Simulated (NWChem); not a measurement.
# C$_{2}$H$_{7}$GeN; SMILES C=[CH][GeH2][NH2]

```xyz
11

Ge     0.3436     0.4236     0.0155
N     -0.9671     1.7494     0.1077
C     -0.2774    -1.3593    -0.5053
C     -0.2399    -2.4097     0.3216
H      1.3789     0.9519    -1.0092
H      0.9594     0.3063     1.4317
H     -1.7349     1.4866     0.7224
H     -1.3643     1.9595    -0.8056
H     -0.6777    -1.4987    -1.5110
H      0.1493    -2.3312     1.3358
H     -0.5894    -3.3993     0.0274
```
Atoms are numbered in this order, from 1.

Level: B3LYP/6-31G* (spherical d) (NWChem), optimised geometry, unscaled harmonic frequencies. B3LYP is NWChem's, with the RPA form of VWN correlation.

List the harmonic frequencies with IR intensities, and the thermochemistry.


```csv
frequency (cm⁻¹),IR intensity (km/mol)
80,0.5
173,19.5
179,21.4
263,2.1
450,23.9
517,38.1
574,9.6
614,207.1
689,45.8
712,3.0
801,160.5
841,57.7
962,16.1
986,32.1
1024,8.3
1045,15.8
1293,3.3
1458,9.1
1626,19.9
1676,4.6
2103,117.8
2115,156.3
3129,17.7
3142,16.5
3208,20.0
3489,3.7
3585,3.3
```

| Item | Value |
|---|---|
| zero-point energy | 52.5 kcal/mol |
| thermal correction to the enthalpy at 298.15 K (with zero-point energy) | 57.2 kcal/mol |
| heat capacity Cv | 22.8 cal/(mol K) |
| entropy at 298.15 K and 1 atm (symmetry number 1) | 80.1 cal/(mol K) |
| dipole moment | 1.86 D |

Rigid rotor and harmonic oscillator; modes under 100 cm⁻¹ make the entropy uncertain.
